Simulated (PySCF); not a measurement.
**Cs (caesium, neutral) across methods**

[Xe] 5d1, 2D determinant (an excited configuration). All numbers are calculated (PySCF 2.14, scalar relativity by spin-free X2C-1e, in ANO-RCC-VTZP (8s7p4d2f1g, 72 functions)). The B2PLYP total includes its PT2 part (frozen core); its orbital energies are those of the SCF part.

```tsv
method	E (hartree)	mean ε 5p α (eV)	mean ε 5p β (eV)	mean ε 5d α (eV)	Σ⟨r²⟩ (bohr²)	⟨S²⟩
r2SCAN	-7785.77	-14.048	-13.937	-0.833	94.59	0.751
LDA	-7778.89	-13.759	-13.656	-0.859	94.65	0.750
MN15	-7791.25	-15.725	-15.561	-0.953	93.67	0.751
B2PLYP	-7785.01	-16.362	-16.226	-1.335	95.77	0.750
PBE	-7785.36	-13.615	-13.497	-0.893	94.81	0.750
PBE0	-7785.43	-15.123	-14.986	-1.187	94.90	0.750
UHF	-7782.70763	-18.580	-18.417	-1.721	96.71	0.751
LC-wPBE	-7785.31	-17.987	-17.832	-2.098	94.62	0.751
```

Spin-orbit coupling, absent here, splits the open shell strongly.
